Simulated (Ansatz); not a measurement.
Reaction (formal exchange of groups at the Si–Si bond): `C[SiH](F)[SiH2]Cl` + `CC#CNC` → `CN[SiH](C)F` + `CC#C[SiH2]Cl`

Isolated molecules relaxed with PBE0-D4/def2-TZVP in Ansatz; ΔE leaves out vibrations. CBS: MP2 limit from def2 TZ/QZ plus the TZ coupled-cluster correction, frozen cores. DFT in def2-TZVPP. B3LYP here is the variant with VWN-RPA as its local correlation; programs differ in this. Each species was taken in one conformer, which may not be the lowest.

```json
{"level": "PBE-D4", "ΔE (kJ/mol)": "-146.9", "difference from CCSD(T)/CBS": "37.1"}
{"level": "r2SCAN-D4", "ΔE (kJ/mol)": "-170.6", "difference from CCSD(T)/CBS": "13.4"}
{"level": "PBE0-D4", "ΔE (kJ/mol)": "-155.2", "difference from CCSD(T)/CBS": "28.8"}
{"level": "B3LYP-D4", "ΔE (kJ/mol)": "-168.5", "difference from CCSD(T)/CBS": "15.5"}
{"level": "ωB97X-V", "ΔE (kJ/mol)": "-168.5", "difference from CCSD(T)/CBS": "15.5"}
{"level": "ωB97M-V", "ΔE (kJ/mol)": "-180.2", "difference from CCSD(T)/CBS": "3.8"}
{"level": "B2PLYP", "ΔE (kJ/mol)": "-179.2", "difference from CCSD(T)/CBS": "4.8"}
{"level": "PBE", "ΔE (kJ/mol)": "-146.3", "difference from CCSD(T)/CBS": "37.7"}
{"level": "r2SCAN", "ΔE (kJ/mol)": "-170.4", "difference from CCSD(T)/CBS": "13.6"}
{"level": "PBE0", "ΔE (kJ/mol)": "-154.8", "difference from CCSD(T)/CBS": "29.2"}
{"level": "B3LYP", "ΔE (kJ/mol)": "-167.5", "difference from CCSD(T)/CBS": "16.5"}
{"level": "HF/def2-TZVPP", "ΔE (kJ/mol)": "-186.4", "difference from CCSD(T)/CBS": "-2.4"}
{"level": "MP2/def2-TZVPP", "ΔE (kJ/mol)": "-193.3", "difference from CCSD(T)/CBS": "-9.3"}
{"level": "SCS-MP2/def2-TZVPP", "ΔE (kJ/mol)": "-192.0", "difference from CCSD(T)/CBS": "-8.0"}
{"level": "CCSD/def2-TZVPP", "ΔE (kJ/mol)": "-183.7", "difference from CCSD(T)/CBS": "0.3"}
{"level": "CCSD(T)/def2-TZVPP", "ΔE (kJ/mol)": "-183.3", "difference from CCSD(T)/CBS": "0.7"}
{"level": "HF/def2-QZVPP", "ΔE (kJ/mol)": "-187.7", "difference from CCSD(T)/CBS": "-3.7"}
{"level": "MP2/def2-QZVPP", "ΔE (kJ/mol)": "-194.2", "difference from CCSD(T)/CBS": "-10.2"}
{"level": "SCS-MP2/def2-QZVPP", "ΔE (kJ/mol)": "-193.0", "difference from CCSD(T)/CBS": "-9.0"}
{"level": "HF/CBS(def2)", "ΔE (kJ/mol)": "-187.9", "difference from CCSD(T)/CBS": "-3.9"}
{"level": "MP2/CBS(def2)", "ΔE (kJ/mol)": "-194.1", "difference from CCSD(T)/CBS": "-10.1"}
{"level": "CCSD/CBS(def2)", "ΔE (kJ/mol)": "-184.5", "difference from CCSD(T)/CBS": "-0.5"}
{"level": "CCSD(T)/CBS", "ΔE (kJ/mol)": "-184.0", "difference from CCSD(T)/CBS": "0"}
```

Largest T1 diagnostic among the species: 0.011.

From PBE to PBE0 (25 % exact exchange), in def2-TZVPP and without D4, ΔE moves by −8.5 kJ/mol.
